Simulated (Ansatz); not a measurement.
AlCl2F (SMILES [F][Al]([Cl])[Cl]): methods side by side

The species is AlCl2F (4 atoms), meant as a singlet with charge 0. SMILES: `[F][Al]([Cl])[Cl]`. The shape is that of a PBE0-D4/def2-TZVP optimisation.

```xyz
4

F     0.0874    0.3882    1.6824
Al    0.0048    0.0215    0.0936
Cl    1.2230   -1.4637   -0.6634
Cl   -1.3153    1.0539   -1.1125
```

Each level gives the energy change with the F1–Al2 bond stretched from 1.633 to 4.082 Å (eV). The values are calculated.

```json
{"level": "HF/STO-3G (restricted)", "kind": "Hartree–Fock", "program": "Ansatz", "value (eV)": "11.34", "less FCI/STO-3G": "+6.49"}
{"level": "PBE/STO-3G (restricted)", "kind": "GGA", "program": "Ansatz", "value (eV)": "7.65", "less FCI/STO-3G": "+2.80"}
{"level": "CAM-B3LYP/STO-3G (restricted)", "kind": "range-separated hybrid", "program": "Ansatz", "value (eV)": "9.30", "less FCI/STO-3G": "+4.45"}
{"level": "HSE06/STO-3G (restricted)", "kind": "range-separated hybrid", "program": "Ansatz", "value (eV)": "8.53", "less FCI/STO-3G": "+3.68"}
{"level": "wB97M-V/STO-3G (restricted)", "kind": "range-separated hybrid", "program": "Ansatz", "value (eV)": "9.56", "less FCI/STO-3G": "+4.71"}
{"level": "wB97X/STO-3G (restricted)", "kind": "range-separated hybrid", "program": "Ansatz", "value (eV)": "9.57", "less FCI/STO-3G": "+4.72"}
{"level": "CCSDTQ/STO-3G (restricted)", "kind": "coupled cluster or CI", "program": "Ansatz", "value (eV)": "4.86", "less FCI/STO-3G": "+0.01"}
{"level": "FCI/STO-3G", "kind": "exact in the basis", "program": "Ansatz", "value (eV)": "4.85", "less FCI/STO-3G": "0.00"}
```

FCI/STO-3G is exact within its basis and frozen core, so for wave-function methods in that basis the difference is their error; functionals converge differently with the basis, so for them it is only a difference. A spin-restricted reference rises too steeply as a bond breaks; here HF/STO-3G, PBE/STO-3G, CAM-B3LYP/STO-3G, HSE06/STO-3G, wB97M-V/STO-3G, wB97X/STO-3G lie well above the multireference or unrestricted value. The first shape isn't each level's own minimum. The values span 4.85 to 11.34 eV. All rows use very small basis sets, so none should be taken for the real molecule's value.
